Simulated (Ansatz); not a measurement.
`NC[SiH](Cl)I` + H₂ → `Cl[SiH2]I` + CH₃NH₂ at 600 K and 1 bar (hydrogenolysis of the Si–C bond).

Program: Ansatz. Geometries: PBE0-D4/def2-TZVP. ΔE: electronic, gas phase. CCSD(T)/CBS adds triple-zeta CCSD(T) − MP2 to the extrapolated MP2 energy (def2 sets, frozen cores). This one scheme is used for every species. Elements past krypton have def2 core potentials. For I outer-core shells are correlated without core-valence functions, which leaves a few kJ/mol of doubt a bond. One conformer a species, not always the lowest.

```csv
species,CCSD(T)/CBS energy (Eh),H − E (kJ/mol),S (J/(mol·K))
`NC[SiH](Cl)I`,-1142.15257,237.4,474.8
H₂,-1.17544,43.9,150.8
`Cl[SiH2]I`,-1047.58245,88.6,365.7
CH₃NH₂,-95.75281,199.3,283.8
```

H − E and S are ideal-gas, rigid-rotor, harmonic terms from PBE0-D4/def2-TZVP, for one conformer and one mirror image of each species. The MP2-based limit puts H₂ 0.8 mEh under its directly extrapolated value; such offsets cancel only in part. 1 Eh = 2625.50 kJ/mol, R = 8.31446 J/(mol·K).

**Question.** By hand: ΔE, ΔH, ΔS and ΔG.

**Answer.** ΔE = (-1047.58245) + (-95.75281) − (-1142.15257) − (-1.17544) = -0.00725 Eh = -19.0 kJ/mol. Δ(H − E) = 88.6 + 199.3 − 237.4 − 43.9 = 6.6, so ΔH = -12.4 kJ/mol. ΔS = 365.7 + 283.8 − 474.8 − 150.8 = 23.9 J/(mol·K). ΔG = -12.4 − 600 × (23.9)/1000 = -26.7 kJ/mol.

**Question.** By hand: the equilibrium constant, and the temperature at which ΔG would vanish if ΔH and ΔS stayed fixed.

**Answer.** log₁₀ K = −ΔG/(RT ln 10) = 2.3. ΔH and −TΔS have one sign here, so there is no such temperature.

TΔS isn't small against ΔH here. A doubt of 5 kJ/mol in ΔE shifts log₁₀ K by 0.4 here. Other conformers and mirror images would add mixing entropy, several J/(mol·K) or more a flexible species. These are equilibria of isolated gas molecules and say nothing of rates. Largest T1 diagnostic: 0.009 (customary marks: 0.02 for closed shells, 0.045 for open ones).
